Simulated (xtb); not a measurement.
BHFCl, SMILES FBCl. All values are semi-empirical tight-binding results from xtb (GFN2-xTB unless named), good for trends rather than for accurate numbers. The structure is a stationary point at GFN2-xTB.

Optimised geometry:

Bonds (Å): B1–H2 1.172, B1–F3 1.316, B1–Cl4 1.690. Angles (°): H2–B1–F3 118.4, H2–B1–Cl4 123.4, F3–B1–Cl4 118.3.

Computed properties:
```yaml
point_group_as_xtb_finds_it: Cs
orbital_gap: 4.74 eV
dipole_moment: 1.05 D
zero_point_energy: 9.5 kcal/mol
G − E(el) at 298.15 K (modified RRHO): -6.5 kcal/mol
static polarisability (D4 model): 30.0 bohr³
solvation energy, GFN2-xTB/ALPB(water): -0.7 kcal/mol
solvation energy, GFN2-xTB/ALPB(thf): -2.0 kcal/mol
```

Computed atomic charges and the Wiberg bond orders between heavy atoms:
charges (e) B1 0.45, H2 -0.05, F3 -0.23, Cl4 -0.17. Bond orders B1–F3 1.13, B1–Cl4 1.19.
